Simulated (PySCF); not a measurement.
## Frontier levels across methods

C3H3BClF.
Structure used (PBE0-D3(BJ)/def2-SVP), in Å, numbered top down from 1:
```xyz
9
C3H3BClF angstrom
F      2.2294   -1.4069   -0.4588
B      1.7130   -0.2240   -0.1580
C      0.1915   -0.0900   -0.0396
C     -1.0142   -0.6012   -0.0642
Cl    -1.9857   -1.9542   -0.2629
C     -1.0105    0.8365    0.2303
H      2.4744    0.6987    0.0126
H     -1.3258    1.5505   -0.5454
H     -1.2075    1.1811    1.2566
```

Basis pcSseg-2 throughout (PySCF), one geometry. Geometry: PBE0-D3(BJ)/def2-SVP, one conformer, isolated molecule.

How do the orbital energies, the gap and the dipole change with the method?

```tsv
method	kind	HOMO (eV)	LUMO (eV)	gap (eV)	μ (D)	SCF cycles
BLYP	GGA	-6.42	-2.94	3.48	1.50	16
B97-D	GGA	-6.52	-2.94	3.58	1.48	16
OPBE	GGA	-6.57	-2.99	3.58	1.42	16
PBE	GGA	-6.58	-3.10	3.48	1.50	16
KT2	GGA	-6.59	-3.07	3.52	1.54	16
KT3	GGA	-6.62	-3.03	3.59	1.48	16
BP86	GGA	-6.66	-3.16	3.50	1.50	17
LDA	LDA	-6.73	-3.36	3.37	1.60	15
B97-2	global hybrid	-7.42	-2.21	5.21	1.51	14
B3LYP	global hybrid	-7.45	-2.40	5.05	1.53	14
PBE0	global hybrid	-7.66	-2.21	5.45	1.52	14
mPW1PW91	global hybrid	-7.68	-2.22	5.47	1.52	14
BHandHLYP	global hybrid	-8.61	-1.19	7.42	1.60	13
CAM-B3LYP	range-separated hybrid	-8.91	-1.13	7.79	1.51	13
wB97X-D	range-separated hybrid	-9.42	-0.39	9.03	1.47	15
HF	Hartree–Fock	-10.03	1.31	11.35	1.66	12
LC-wPBE	range-separated hybrid	-10.23	-0.01	10.22	1.43	15
```

The HOMO spans 3.81 eV, from BLYP down to LC-wPBE, and the gap runs from 3.37 eV (LDA) to 11.35 eV (HF). Over the methods BLYP (0 %), B97-D (0 %), OPBE (0 %), PBE (0 %), KT2 (0 %), KT3 (0 %), BP86 (0 %), LDA (0 %), B97-2 (21 %), B3LYP (20 %), PBE0 (25 %), mPW1PW91 (25 %), BHandHLYP (50 %), HF (100 %), a straight line through the gap against the share of exact exchange rises by 0.78 eV for each 10 % (correlation coefficient 1.000). The dipole ranges from 1.42 D (OPBE) to 1.66 D (HF). This basis has no diffuse functions.
